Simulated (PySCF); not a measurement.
Job file and geometry (Å, from PBE0-D3(BJ)/def2-SVP) of an NMR shielding run on `[Cl][Cu]<-[AsH3]`, AsClCuH₃, PySCF, GIAO PBE/pcSseg-1 Cu:pcSseg-2 NMR shielding, non-relativistic, gas phase; density fitting, a coarse starting grid and PySCF grid level 2 are the driver's defaults:

```
{"job": {"kind": "nmr", "xc": "PBE", "basis": {"default": "pcSseg-1", "Cu": "pcSseg-2"}, "pop": false}, "charge": 0, "multiplicity": 1}
Cu     0.001879     0.010915    -1.539188
As     0.003216    -0.011827     0.730773
H      0.825830    -1.033668     1.478879
H     -1.292443    -0.220681     1.477870
H      0.471042     1.207547     1.489010
Cl    -0.009514     0.047714    -3.637355
```

**Question.** Write the output of this run.

**Answer.** 
```
coarse grid: 28504 points
cycle   1  E = -4328.1045165761  dE =  8.163e+00  |g| = 9.180e+00  |ddm| = 5.377e+00
cycle   2  E = -4289.4844219773  dE =  3.862e+01  |g| = 2.098e+01  |ddm| = 1.133e+01
cycle   3  E = -4332.6379372529  dE = -4.315e+01  |g| = 8.130e+00  |ddm| = 8.203e+00
cycle   4  E = -4333.7827889567  dE = -1.145e+00  |g| = 4.477e+00  |ddm| = 2.394e+00
cycle   5  E = -4337.1747314126  dE = -3.392e+00  |g| = 1.551e+00  |ddm| = 4.074e+00
cycle   6  E = -4337.3513025849  dE = -1.766e-01  |g| = 7.762e-01  |ddm| = 1.785e+00
cycle   7  E = -4337.4688962388  dE = -1.176e-01  |g| = 3.354e-01  |ddm| = 1.178e+00
cycle   8  E = -4337.5001444522  dE = -3.125e-02  |g| = 6.072e-02  |ddm| = 3.960e-01
cycle   9  E = -4337.5005240409  dE = -3.796e-04  |g| = 2.691e-02  |ddm| = 8.072e-02
cycle  10  E = -4337.5006699592  dE = -1.459e-04  |g| = 6.484e-03  |ddm| = 2.891e-02
cycle  11  E = -4337.5006795917  dE = -9.632e-06  |g| = 1.286e-03  |ddm| = 8.652e-03
final grid: 53976 points
cycle  12  E = -4337.5007342677  dE =  6.051e-07  |g| = 3.070e-03  |ddm| = 3.091e-03
cycle  13  E = -4337.5007227531  dE =  1.151e-05  |g| = 1.229e-02  |ddm| = 5.838e-03
cycle  14  E = -4337.5007348243  dE = -1.207e-05  |g| = 1.881e-03  |ddm| = 4.817e-03
cycle  15  E = -4337.5007352502  dE = -4.259e-07  |g| = 8.643e-05  |ddm| = 1.350e-03
cycle  16  E = -4337.5007352521  dE = -1.911e-09  |g| = 2.302e-05  |ddm| = 1.135e-04
cycle  17  E = -4337.5007352522  dE = -9.550e-11  |g| = 3.795e-06  |ddm| = 2.015e-05
converged SCF energy = -4337.5007352522

GIAO shielding tensors (ppm)
atom      isotropic    diamagn.    paramagn.     s11        s22        s33       span
  0 Cu    1041.118    2405.831   -1364.713    444.553    444.593   2234.209   1789.657
  1 As    1734.479    2875.544   -1141.065   1708.884   1709.733   1784.821     75.937
  2 H       27.247      27.268      -0.021     20.028     20.916     40.796     20.769
  3 H       27.244      27.278      -0.034     20.015     20.940     40.778     20.762
  4 H       27.243      27.279      -0.036     20.012     20.944     40.773     20.761
  5 Cl     956.265    1147.965    -191.700    879.350    880.043   1109.403    230.053
```

**Question.** Turn these shieldings into chemical shifts. Scale: AsH3 for 75As (σ = 1871.14 ppm); TMS for 1H (σ = 31.20 ppm); HCl for 35Cl (σ = 933.68 ppm) (reference shieldings calculated alike).

**Answer.** Averaging equivalent atoms: As 1: 137; H 2/3/4: 3.95; Cl 5: -23 ppm. No reference was computed at this level for Cu. 

Relativistic effects, spin–orbit coupling among them, are left out; they matter for As and for the light atoms bonded to it.

Size and cost of the density-fitted run: 153 basis functions, 14 s wall time on 1 thread of an Arm Neoverse V2, shared host.
